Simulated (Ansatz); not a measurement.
Name a neutral molecule of C, F, O, Si and H with LUMO energy (B3LYP/def2-TZVPP) between -1.65 and -1.35 eV and size of the dipole moment (PBE/def2-TZVPP) between 1.70 and 2.00 D (Ansatz, PBE0-D4/def2-TZVP geometry).

`O[SiH2]/C=C\[SiH](O)F` (-1.57 eV, 1.87 D). Other molecules can fit too; these were computed, each in one conformer that needn't be the lowest.

B3LYP here is the variant with VWN-RPA as its local correlation; programs differ in this.
